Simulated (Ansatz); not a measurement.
CH₂FNO₂Si (`O=C1N[Si]1(O)F`). Total charge 0; spin multiplicity 1.

Z-matrix (Å, degrees):
```
Si
O 1 1.617
C 1 1.840 2 130.4
F 1 1.577 2 103.7 3 165.9
N 1 1.704 2 122.4 3 -57.6
H 2 0.959 1 117.8 3 13.3
O 3 1.191 1 164.3 2 81.2
H 5 1.015 1 159.3 2 -68.4
```

List the harmonic frequencies (cm⁻¹, unscaled) at PBE0-D4/def2-TZVP in Ansatz. (Best estimate.)

Ansatz gave: 120, 236, 253, 314, 348, 459, 465, 623, 685, 690, 812, 963, 995, 1106, 1177, 1897, 3531, 3916.

Is this a minimum?

Yes, all 18 modes are real.

Give the ideal-gas thermochemistry at 298.15 K and 1 bar (rigid rotor, harmonic oscillator; point group C1, symmetry number 1).

Zero-point energy 111.2 kJ/mol; H(298) − E = 130.4 kJ/mol; entropy 331.6 J/(mol·K), of which translation 167.1, rotation 113.2, vibration 51.3; G(298) − E = 31.5 kJ/mol.

Rotational constants (cm⁻¹)?

0.1931, 0.07028, 0.06197.
